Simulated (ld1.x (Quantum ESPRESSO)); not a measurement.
## An all-electron radial function and its pseudo partner (carbon)

Columns: radius, all-electron u(r) and pseudo u(r) of the 2p shell (level -5.42 eV) of carbon in the configuration [He] 2s2 2p2; LDA (PZ), non-relativistic, TM scheme, ld1.x (Quantum ESPRESSO) 7.5.

| r (bohr) | all-electron | pseudo |
| --- | --- | --- |
| 0.110 | 0.0560 | 0.0203 |
| 0.220 | 0.1681 | 0.0788 |
| 0.330 | 0.2898 | 0.1685 |
| 0.440 | 0.4015 | 0.2789 |
| 0.550 | 0.4955 | 0.3972 |
| 0.660 | 0.5703 | 0.5104 |
| 0.770 | 0.6265 | 0.6074 |
| 0.880 | 0.6660 | 0.6810 |
| 0.990 | 0.6910 | 0.7282 |
| 1.100 | 0.7038 | 0.7505 |
| 1.210 | 0.7066 | 0.7523 |
| 1.320 | 0.7016 | 0.7393 |
| 1.430 | 0.6905 | 0.7174 |
| 1.540 | 0.6746 | 0.6912 |
| 1.650 | 0.6553 | 0.6639 |
| 1.760 | 0.6334 | 0.6369 |
| 1.870 | 0.6098 | 0.6109 |
| 1.980 | 0.5852 | 0.5853 |
| 2.090 | 0.5599 | 0.5599 |
| 2.200 | 0.5343 | 0.5343 |
| 2.310 | 0.5089 | 0.5089 |
| 2.420 | 0.4837 | 0.4837 |
| 2.530 | 0.4591 | 0.4591 |
| 2.640 | 0.4350 | 0.4350 |
| 2.750 | 0.4117 | 0.4117 |
| 2.860 | 0.3892 | 0.3892 |

(1) How many radial nodes do the two functions have?

(2) At about which radius was the pseudo-wave matched?

(3) Is the pseudo-wave norm-conserving?

Results:

(1) The all-electron 2p function has n − l − 1 = 0; the pseudo-wave has 0.

(2) 2.20 bohr. The columns agree to 0.0005 from 1.98 bohr on; several derivatives are matched, so the curves merge somewhat inside the radius.

(3) Yes: the TM scheme keeps the norm inside the radius equal to the all-electron one, which fixes the energy derivative of the logarithmic derivative at the level.
